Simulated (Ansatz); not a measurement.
The first iterations of a band of CH4 + Cl2Si (8 atoms, charge 0, multiplicity 1).

Method: RKS BHLYP/def2-SVP in Ansatz.

```json
{
 "movable images": "7",
 "climbing image": "yes",
 "spring": "2.0 to 10.0 eV/Å², energy-weighted",
 "optimiser": "quadratic models (default)",
 "start path": "through a guess of the saddle point",
 "force threshold": "0.05 eV/Å",
 "iteration limit": "60",
 "end points": "relaxed"
}
```

First end point:

```xyz
8
Properties=species:S:1:pos:R:3
Si -1.371 -1.917 -0.893
Cl 0.615 -2.458 -1.246
Cl -1.638 -0.405 -2.309
H -0.306 0.310 1.287
C 0.479 0.955 0.887
H 0.637 0.744 -0.171
H 0.179 1.997 1.009
H 1.405 0.774 1.436
```

Last end point:

```xyz
8
Properties=species:S:1:pos:R:3
Si -0.518 -0.630 -0.136
Cl 0.642 -2.238 -0.704
Cl -1.715 -0.082 -1.723
H -1.397 -1.076 0.954
C 0.578 0.788 0.330
H 1.208 1.078 -0.514
H -0.024 1.652 0.626
H 1.225 0.509 1.167
```

| iteration | highest image above the first end (eV) | largest band force component (eV/Å) |
| --- | --- | --- |
| 1 | 2.669 | 8.354 |
| 2 | 2.223 | 3.204 |

**Question.** Does the band converge within its limit, and where does its top end?

**Answer.** It converged. It ended after 7 iterations with the highest image 2.359 eV above the first end. Neighbouring images differ by up to 1.7 eV, so the band resolves the path poorly. Another band between the same ends (7 images) ends at a top of the same energy, where a vibrational analysis finds 1 clearly imaginary mode. The orbitals stay closed-shell, which can raise the energy where a bond breaks towards radicals; this wasn't checked here.

The run took 68 s on 2 threads of Intel(R) Xeon(R) 6975P-C (Granite Rapids), with other jobs on the host, peak memory 0.21 GiB.
